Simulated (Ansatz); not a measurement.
`[OH][SnH]([F])[F]` → H–F + `[OH][Sn][F]`  (stannylene formation by 1,1-elimination)

Computed with Ansatz on PBE0-D4/def2-TZVP structures; ΔE is electronic, products minus reactants. CBS: MP2 limit from def2 TZ/QZ plus the TZ coupled-cluster correction, frozen cores. This one scheme is used for every species. Functionals use def2-TZVPP. Elements past krypton have def2 core potentials. For Sn outer-core shells are correlated without core-valence functions, which leaves a few kJ/mol of doubt a bond. Each species was taken in one conformer, which may not be the lowest.

```json
{"species": "`[OH][SnH]([F])[F]`", "LDA (SPW92) energy (Eh)": "-488.46624"}
{"species": "H–F", "LDA (SPW92) energy (Eh)": "-99.83933"}
{"species": "`[OH][Sn][F]`", "LDA (SPW92) energy (Eh)": "-388.62042"}
```

**Question.** Work out ΔE.

**Answer.** ΔE = (-99.83933) + (-388.62042) − (-488.46624) = 0.00649 Eh = +0.18 eV. CCSD(T)/CBS gives +0.12 eV.

**Question.** What do rigid-rotor, harmonic-oscillator terms from PBE0-D4/def2-TZVP frequencies (298.15 K, 1 bar) make of the CCSD(T)/CBS value? (Best estimate.)

**Answer.** Computed: ΔZPE = 0.00 eV, ΔH = +0.16 eV, ΔS = 133 J/(mol·K), ΔG = -0.25 eV.

Largest T1 diagnostic among the species: 0.018.

In def2-TZVPP, CCSD(T) changes the Hartree–Fock value by −0.13 eV (the triples alone add +0.01 eV) and MP2 by −0.22 eV. Leaving LDA and LC-ωPBE aside and taking each functional with its dispersion term where it has one, the values, not all of them listed here, spread over 0.53 eV, from BLYP-D4 to B97M-V. LDA lies +0.23 eV from PBE without D4.
